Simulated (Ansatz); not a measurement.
Compare A (`C=N/C([SiH3])=C\O`) with its isomer B (`C=CN([SiH3])C=O`).

Gas-phase electronic energies from Ansatz, PBE0-D4/def2-TZVP geometries. CCSD(T)/CBS adds triple-zeta CCSD(T) − MP2 to the extrapolated MP2 energy (def2 sets, frozen cores). DFT in def2-TZVPP. B3LYP here is the variant with VWN-RPA as its local correlation; programs differ in this. One conformer a species, not always the lowest.

(1) Which isomer does CCSD(T)/CBS put lower? Give the gap. (Best estimate.)

(2) Give E(B) − E(A) in kcal/mol with ωB97M-V, PBE0-D4, MP2/def2-TZVPP, r2SCAN-D4, B3LYP-D4, B3LYP, B2PLYP. (Estimate.)

Largest T1 diagnostic: 0.015.

Answers

(1) Computed: B, by 36.5 kcal/mol.

(2) Computed: ωB97M-V -37.3, PBE0-D4 -37.0, MP2/def2-TZVPP -38.3, r2SCAN-D4 -38.0, B3LYP-D4 -37.4, B3LYP -36.9, B2PLYP -37.9. None reverses the order clearly.

In def2-TZVPP, CCSD(T) changes the Hartree–Fock value by +2.9 kcal/mol (the triples alone add +0.2 kcal/mol) and MP2 by +1.4 kcal/mol. From PBE to PBE0 (25 % exact exchange), in def2-TZVPP and without D4, E(B) − E(A) moves by −1.2 kcal/mol.
